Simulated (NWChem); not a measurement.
All runs are NWChem calculations. System: H$_{6}$FNOSi$_{2}$, charge 0, spin multiplicity 1, displaced from the optimised geometry. The structure started from a generated list of species. Level: PBE0/def2-SVP.

Job file:

```
start mol
memory heap 200 mb stack 800 mb global 1000 mb
geometry units angstroms nocenter noautoz noautosym
  N     -1.026526    -1.590955     0.457309
  Si    -0.350866     0.011254     0.268452
  O     -1.656320     0.983468    -0.249886
  F      0.223282     0.720489     1.688284
  Si     1.530204    -0.065120    -1.211324
  H     -1.984395    -1.723197     0.849459
  H     -0.420867    -2.425449     0.602840
  H     -1.557618     1.945084    -0.024879
  H      2.550921    -1.105957    -0.721825
  H      1.094643    -0.450964    -2.631824
  H      2.233287     1.299144    -1.270209
end
basis spherical
  * library def2-svp
end
dft
  xc pbe0
  semidirect memsize 60000000 filesize 0
  iterations 100
  grid fine
end
task dft gradient
```

Output (cleaned and shortened):

```
             Northwest Computational Chemistry Package (NWChem) 7.3.0
             --------------------------------------------------------

                                NWChem Input Module
                                -------------------

 Scaling coordinates for geometry "geometry" by  1.889725989
 (inverse scale =  0.529177249)

                             Geometry "geometry" -> ""
                             -------------------------

 Output coordinates in angstroms (scale by  1.889725989 to convert to a.u.)

  No.       Tag          Charge          X              Y              Z
 ---- ---------------- ---------- -------------- -------------- --------------
    1 N                    7.0000    -1.02652600    -1.59095500     0.45730900
    2 Si                  14.0000    -0.35086600     0.01125400     0.26845200
    3 O                    8.0000    -1.65632000     0.98346800    -0.24988600
    4 F                    9.0000     0.22328200     0.72048900     1.68828400
    5 Si                  14.0000     1.53020400    -0.06512000    -1.21132400
    6 H                    1.0000    -1.98439500    -1.72319700     0.84945900
    7 H                    1.0000    -0.42086700    -2.42544900     0.60284000
    8 H                    1.0000    -1.55761800     1.94508400    -0.02487900
    9 H                    1.0000     2.55092100    -1.10595700    -0.72182500
   10 H                    1.0000     1.09464300    -0.45096400    -2.63182400
   11 H                    1.0000     2.23328700     1.29914400    -1.27020900

 Effective nuclear repulsion energy (a.u.)     303.3412492885

            Nuclear Dipole moment (a.u.)
            ----------------------------
        X                 Y               Z
 ---------------- ---------------- ----------------
    -0.0000018897    -0.0000056692    -0.0000283459


 Summary of "ao basis" -> "" (spherical)
 ------------------------------------------------------------------------------
       Tag                 Description            Shells   Functions and Types
 ---------------- ------------------------------  ------  ---------------------
 *                          def2-svp                  on all atoms

                                 NWChem DFT Module
                                 -----------------

 Summary of "ao basis" -> "ao basis" (spherical)
 ------------------------------------------------------------------------------
       Tag                 Description            Shells   Functions and Types
 ---------------- ------------------------------  ------  ---------------------
 N                          def2-svp                 6       14   3s2p1d
 Si                         def2-svp                 8       18   4s3p1d
 O                          def2-svp                 6       14   3s2p1d
 F                          def2-svp                 6       14   3s2p1d
 H                          def2-svp                 3        5   2s1p

 Summary of "ao basis" -> "ao basis" (spherical)
 ------------------------------------------------------------------------------
       Tag                 Description            Shells   Functions and Types
 ---------------- ------------------------------  ------  ---------------------
 N                          def2-svp                 6       14   3s2p1d
 Si                         def2-svp                 8       18   4s3p1d
 O                          def2-svp                 6       14   3s2p1d
 F                          def2-svp                 6       14   3s2p1d
 H                          def2-svp                 3        5   2s1p

            General Information
            -------------------
          SCF calculation type: DFT
          Wavefunction type:  closed shell.
          No. of atoms     :    11
          No. of electrons :    58
           Alpha electrons :    29
            Beta electrons :    29
          Charge           :     0
          Spin multiplicity:     1
          Use of symmetry is: off; symmetry adaption is: off
          Maximum number of iterations: 100
          AO basis - number of functions:   108
                     number of shells:    52
          Convergence on energy requested:  1.00D-06
          Convergence on density requested:  1.00D-05
          Convergence on gradient requested:  5.00D-04

              XC Information
              --------------
                         PBE0 Method XC Functional
                     Hartree-Fock (Exact) Exchange  0.250
          PerdewBurkeErnzerhof Exchange Functional  0.750
            Perdew 1991 LDA Correlation Functional  1.000 local
           PerdewBurkeErnz. Correlation Functional  1.000 non-local

             Grid Information
             ----------------
          Grid used for XC integration:  fine
          Radial quadrature: Mura-Knowles
          Angular quadrature: Lebedev.
          Tag              B.-S. Rad. Rad. Pts. Rad. Cut. Ang. Pts.
          ---              ---------- --------- --------- ---------
          N                   0.65       70          12.0       590
          Si                  1.10      123          12.0       770
          O                   0.60       70          12.0       590
          F                   0.50       70          12.0       590
          H                   0.35       60          13.0       590
          Grid pruning is: on
          Number of quadrature shells:   816
          Spatial weights used:  Erf1

          Convergence Information
          -----------------------
          Convergence aids based upon iterative change in
          total energy or number of iterations.
[...]
 d= 0,ls=0.0,diis     5   -811.6904534407 -3.68D-04  9.88D-05  3.61D-04    10.2
  Resetting Diis
 d= 0,ls=0.0,diis     6   -811.6904915725 -3.81D-05  2.13D-05  3.19D-06    11.8
 d= 0,ls=0.0,diis     7   -811.6904919761 -4.04D-07  1.22D-05  7.96D-07    13.5
 d= 0,ls=0.0,diis     8   -811.6904918999  7.61D-08  6.80D-06  1.72D-06    15.1

         Total DFT energy =     -811.690491899938
      One electron energy =    -1728.023689482678
           Coulomb energy =      682.527460746669
    Exchange-Corr. energy =      -69.535512452449
 Nuclear repulsion energy =      303.341249288520

 Numeric. integr. density =       58.000000274054

     Total iterative time =     14.6s

                       DFT Final Molecular Orbital Analysis
                       ------------------------------------

 Vector   27  Occ=2.000000D+00  E=-3.488372D-01
              MO Center= -3.0D-01,  4.0D-01, -6.1D-01, r^2= 4.7D+00
   Bfn.  Coefficient  Atom+Function         Bfn.  Coefficient  Atom+Function
  ----- ------------  ---------------      ----- ------------  ---------------
    38      0.437096   3 O  pz               41      0.324985   3 O  pz
    99      0.231554  10 H  s                50     -0.219401   4 F  px
    70     -0.180990   5 Si pz               53      0.163136   4 F  px
   100      0.135721  10 H  s                94     -0.130634   9 H  s
    73     -0.115551   5 Si pz               27      0.105674   2 Si pz

 Vector   28  Occ=2.000000D+00  E=-3.006821D-01
              MO Center=  2.5D-02,  2.3D-02, -3.7D-01, r^2= 4.1D+00
   Bfn.  Coefficient  Atom+Function         Bfn.  Coefficient  Atom+Function
  ----- ------------  ---------------      ----- ------------  ---------------
    36      0.252391   3 O  px               38     -0.224320   3 O  pz
    68      0.209311   5 Si px               39      0.196972   3 O  px
    71      0.194777   5 Si px               41     -0.176809   3 O  pz
    22     -0.167614   2 Si px               73     -0.164146   5 Si pz
    17     -0.161493   2 Si s                70     -0.161061   5 Si pz

 Vector   29  Occ=2.000000D+00  E=-2.842348D-01
              MO Center= -7.8D-01, -1.3D+00,  3.5D-01, r^2= 2.1D+00
   Bfn.  Coefficient  Atom+Function         Bfn.  Coefficient  Atom+Function
  ----- ------------  ---------------      ----- ------------  ---------------
     6      0.511538   1 N  pz                9     -0.431323   1 N  pz
    51      0.130437   4 F  py                3      0.120130   1 N  s
     4      0.101293   1 N  px               54     -0.097549   4 F  py
     7     -0.092445   1 N  px               68      0.091632   5 Si px
    17     -0.089993   2 Si s                 2      0.086230   1 N  s

 Vector   30  Occ=0.000000D+00  E= 5.966292D-03
              MO Center=  6.4D-01,  4.7D-02, -5.9D-01, r^2= 4.8D+00
   Bfn.  Coefficient  Atom+Function         Bfn.  Coefficient  Atom+Function
  ----- ------------  ---------------      ----- ------------  ---------------
    72      0.740080   5 Si py               95      0.731591   9 H  s
   105     -0.483154  11 H  s                73     -0.389302   5 Si pz
    35     -0.328194   3 O  s                26      0.317618   2 Si py
     3      0.290458   1 N  s                71     -0.266198   5 Si px
   100     -0.224694  10 H  s                90      0.212545   8 H  s

 Vector   31  Occ=0.000000D+00  E= 1.946413D-02
              MO Center=  8.6D-01, -2.0D-01, -7.0D-01, r^2= 4.8D+00
   Bfn.  Coefficient  Atom+Function         Bfn.  Coefficient  Atom+Function
  ----- ------------  ---------------      ----- ------------  ---------------
   100      0.755352  10 H  s               105     -0.656435  11 H  s
    73      0.585840   5 Si pz               71      0.580964   5 Si px
    72      0.546798   5 Si py                3      0.433346   1 N  s
    85     -0.260832   7 H  s                25      0.220072   2 Si px
    27      0.198790   2 Si pz               80     -0.198083   6 H  s

 Vector   32  Occ=0.000000D+00  E= 3.592404D-02
              MO Center= -2.4D-01, -1.6D-01, -2.1D-02, r^2= 7.1D+00
   Bfn.  Coefficient  Atom+Function         Bfn.  Coefficient  Atom+Function
  ----- ------------  ---------------      ----- ------------  ---------------
    18      0.929745   2 Si s                 3     -0.817150   1 N  s
    64     -0.596449   5 Si s                63     -0.483391   5 Si s
    71      0.471066   5 Si px               90      0.468841   8 H  s
    80      0.463537   6 H  s                35     -0.434687   3 O  s
    85      0.423264   7 H  s               100      0.345054  10 H  s

 center of mass
 --------------
 x =  -0.02894221 y =   0.05367574 z =   0.08310589

 moments of inertia (a.u.)
 ------------------
         670.783928889011           7.050285748354         202.633036270677
           7.050285748354         925.089317908362         -30.294466857064
         202.633036270677         -30.294466857064         801.978097260226

     Multipole analysis of the density
     ---------------------------------

     L   x y z        total         alpha         beta         nuclear
     -   - - -        -----         -----         ----         -------
     0   0 0 0     -0.000000    -29.000000    -29.000000     58.000000

     1   1 0 0     -0.157698     -0.078848     -0.078848     -0.000002
     1   0 1 0     -0.275170     -0.137582     -0.137582     -0.000006
     1   0 0 1      0.055365      0.027697      0.027697     -0.000028

     2   2 0 0    -34.342573   -166.283088   -166.283088    298.223603
     2   1 1 0     -0.383405      0.888165      0.888165     -2.159735
     2   1 0 1     -2.206631     58.373759     58.373759   -118.954149
     2   0 2 0    -27.602404    -95.825992    -95.825992    164.049579
     2   0 1 1     -2.356514     -5.456120     -5.456120      8.555725
     2   0 0 2    -36.591569   -124.202800   -124.202800    211.814031

            General Information
            -------------------
          SCF calculation type: DFT
          Wavefunction type:  closed shell.
          No. of atoms     :    11
          No. of electrons :    58
           Alpha electrons :    29
            Beta electrons :    29
          Charge           :     0
          Spin multiplicity:     1
          Use of symmetry is: off; symmetry adaption is: off
          Maximum number of iterations: 100
          AO basis - number of functions:   108
                     number of shells:    52
          Convergence on energy requested:  1.00D-06
          Convergence on density requested:  1.00D-05
          Convergence on gradient requested:  5.00D-04

              XC Information
              --------------
                         PBE0 Method XC Functional
                     Hartree-Fock (Exact) Exchange  0.250
          PerdewBurkeErnzerhof Exchange Functional  0.750
            Perdew 1991 LDA Correlation Functional  1.000 local
           PerdewBurkeErnz. Correlation Functional  1.000 non-local

             Grid Information
             ----------------
          Grid used for XC integration:  fine
          Radial quadrature: Mura-Knowles
          Angular quadrature: Lebedev.
          Tag              B.-S. Rad. Rad. Pts. Rad. Cut. Ang. Pts.
          ---              ---------- --------- --------- ---------
          N                   0.65       70          12.0       590
          Si                  1.10      123          12.0       770
          O                   0.60       70          12.0       590
          F                   0.50       70          12.0       590
          H                   0.35       60          13.0       590
          Grid pruning is: on
          Number of quadrature shells:   816
          Spatial weights used:  Erf1

          Convergence Information
          -----------------------
          Convergence aids based upon iterative change in
          total energy or number of iterations.
          Levelshifting, if invoked, occurs when the
          HOMO/LUMO gap drops below (HL_TOL):  1.00D-02
          DIIS, if invoked, will attempt to extrapolate
          using up to (NFOCK): 10 stored Fock matrices.

                    Damping( 0%)  Levelshifting(0.5)       DIIS
                  --------------- ------------------- ---------------
          dE  on:    start            ASAP                start
          dE off:    2 iters        100 iters           100 iters

      Screening Tolerance Information
      -------------------------------
          Density screening/tol_rho:  1.00D-10
          AO Gaussian exp screening on grid/accAOfunc:  14
          CD Gaussian exp screening on grid/accCDfunc:  20
          XC Gaussian exp screening on grid/accXCfunc:  20
          Schwarz screening/accCoul:  1.00D-08

                            NWChem DFT Gradient Module
                            --------------------------

  charge          =   0.00
  wavefunction    = closed shell

                         DFT ENERGY GRADIENTS

    atom               coordinates                        gradient
                 x          y          z           x          y          z
   1 N      -1.939853  -3.006469   0.864189   -0.001880  -0.002611  -0.008390
   2 Si     -0.663041   0.021267   0.507301    0.012479  -0.002457  -0.009671
   3 O      -3.129991   1.858485  -0.472216   -0.024038  -0.010362  -0.015031
   4 F       0.421942   1.361527   3.190394    0.010492   0.011847   0.024172
   5 Si      2.891666  -0.123059  -2.289070   -0.002808  -0.000202   0.001686
   6 H      -3.749963  -3.256370   1.605245   -0.022080  -0.003475   0.008437
   7 H      -0.795323  -4.583434   1.139202    0.013540  -0.019465   0.002751
   8 H      -2.943471   3.675676  -0.047014    0.001823   0.027218   0.005578
   9 H       4.820542  -2.089956  -1.364051    0.009208  -0.008807   0.003776
  10 H       2.068575  -0.852198  -4.973426   -0.003162  -0.003288  -0.012545
  11 H       4.220300   2.455026  -2.400347    0.006427   0.011602  -0.000763

                 ----------------------------------------
                 |  Time  |  1-e(secs)   |  2-e(secs)   |
                 ----------------------------------------
                 |  CPU   |       0.02   |       6.20   |
                 ----------------------------------------
                 |  WALL  |       0.02   |       6.20   |
                 ----------------------------------------

 Task  times  cpu:       24.2s     wall:       24.2s

 Total times  cpu:       24.3s     wall:       24.3s
```
